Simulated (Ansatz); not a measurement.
H2MgSe (SMILES [MgH][SeH]) moved off its minimum; all values from Ansatz (a quantum-chemistry and plane-wave program), cores frozen in correlated methods.
(charge 0, multiplicity 1)
```xyz
4

Mg    -0.88327    -0.73122    -1.31670
H     -1.73057    -1.56744    -2.47858
Se     0.23529     0.44287     0.38188
H      0.57805    -0.90944     1.14600
```

Question: Give the forces (eV/Å), the total energy and the dipole at CCSD(T)/def2-TZVPPD.

Answer: 
```
atom      Fx      Fy      Fz
----  ------  ------  ------
Mg1   -0.305  -0.390  -0.406
H2    -0.174  -0.172  -0.281
Se3    0.924  -1.001   1.653
H4    -0.445   1.562  -0.966
```
Energy -2600.8789 hartree, dipole 0.87 D.
